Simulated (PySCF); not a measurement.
**Computed structure and properties of [TmCl4]−**

System: [TmCl4]− (singlet in the valence; each metal's 4f electrons, 12 of them, lie in its core potential, out of spins and levels); start: template (Td). Method: PySCF 2.14.0, RKS PBE0, Tm lcecp-1-SVP with ECP58, Cl def2-SVP; non-relativistic Hamiltonian with scalar-relativistic core potentials where named; density fitting; no spin-orbit coupling.

Input of the relaxation:

```python
mol = gto.M(atom='''
Tm     0.00000     0.00000     0.00000
Cl     1.48730     1.48730     1.48730
Cl    -1.48730    -1.48730     1.48730
Cl     1.48730    -1.48730    -1.48730
Cl    -1.48730     1.48730    -1.48730''',
    basis={'Tm': 'lcecp-1-SVP', 'Cl': 'def2-SVP'},
    ecp={'Tm': 'lcecp-1-SVP'},
    charge=-1, spin=0)
mf = dft.RKS(mol, xc='PBE0')
mf.grids.atom_grid = (50, 194)  # f atoms: unpruned, at least (60, 302)
mf = mf.density_fit()  # fitting sets: Tm AutoAux, Cl def2-universal-JKFIT
mf.conv_tol = 1e-08; mf.max_cycle = 55
mf.kernel(dm0)  # dm0: converged density of the start geometry
# quasi-Newton relaxation in Cartesian coordinates to a largest gradient under 0.00045 Eh/bohr, steps kept in the point group
```

Run from Python with OMP_NUM_THREADS=2; the lines above give its settings. Where DIIS fails, smearing, a level shift and second-order steps follow.
It took 16 s on 2 threads of Arm Neoverse V1, with other jobs on the host, from the converged density of the start.

Course of the relaxation:

```json
{"step": "0", "energy above end (eV)": "0.1351", "largest force component within the symmetry (eV/Å)": "0.468"}
{"step": "1", "energy above end (eV)": "0.0355", "largest force component within the symmetry (eV/Å)": "0.252"}
{"step": "2", "energy above end (eV)": "0.0006", "largest force component within the symmetry (eV/Å)": "0.034"}
{"step": "3", "energy above end (eV)": "0.0000", "largest force component within the symmetry (eV/Å)": "0.002"}
```

Relaxed geometry (Td):

```xyz
5

Tm    0.0000    0.0000    0.0000
Cl    1.4416    1.4416    1.4416
Cl   -1.4416   -1.4416    1.4416
Cl    1.4416   -1.4416   -1.4416
Cl   -1.4416    1.4416   -1.4416
```

```json
{"contact": "Tm1–Cl2 (Cl)", "Å": "2.497"}
{"contact": "Tm1–Cl3 (Cl)", "Å": "2.497"}
{"contact": "Tm1–Cl4 (Cl)", "Å": "2.497"}
{"contact": "Tm1–Cl5 (Cl)", "Å": "2.497"}
```

On the finer grid (75, 302):

```yaml
HOMO: -4.47 eV
LUMO: 3.60 eV
Dipole_about_the_centre_of_mass: 0.00 D
Set_of_Mulliken_populations_of_Tm1_outside_the_core_potential: s 2.35, p 6.49, d 1.41, f 0.04
D3_BJ_dispersion_energy_not_in_the_energies: -0.174 eV
```

```tsv
atom	Mulliken (e)	Löwdin (e)	spin (e)
Tm1	0.72	-0.52	0.00
Cl2	-0.43	-0.12	0.00
Cl3	-0.43	-0.12	0.00
Cl4	-0.43	-0.12	0.00
Cl5	-0.43	-0.12	0.00
```

The 4f levels lie in the core potential and are missing. Their spin isn't counted.

On the grid (50, 194), as all that follows. Harmonic modes: a minimum; lowest 76 cm⁻¹ (negative: unstable), highest 313 cm⁻¹, zero-point energy 0.103 eV.

Taking off one Cl (charge -1, singlet; the rest: singlet) in vacuum, both parts rigid, costs 5.10 eV; the small basis without counterpoise inflates it.

Rigid scan of Cl along the line from its metal:

```json
{"distance to Cl2 (Å)": "2.20", "energy (eV)": "0.675"}
{"distance to Cl2 (Å)": "2.30", "energy (eV)": "0.260"}
{"distance to Cl2 (Å)": "2.40", "energy (eV)": "0.056"}
{"distance to Cl2 (Å)": "2.50", "energy (eV)": "0.000"}
{"distance to Cl2 (Å)": "2.60", "energy (eV)": "0.045"}
{"distance to Cl2 (Å)": "2.70", "energy (eV)": "0.158"}
{"distance to Cl2 (Å)": "2.90", "energy (eV)": "0.499"}
{"distance to Cl2 (Å)": "3.20", "energy (eV)": "1.110"}
{"distance to Cl2 (Å)": "3.60", "energy (eV)": "1.881"}
{"distance to Cl2 (Å)": "4.10", "energy (eV)": "2.647"}
```

One start shape was tried, so this needn't be the lowest isomer.

An lcecp potential fixes the number of 4f electrons, so in runs with it no electron can move into or out of that shell.
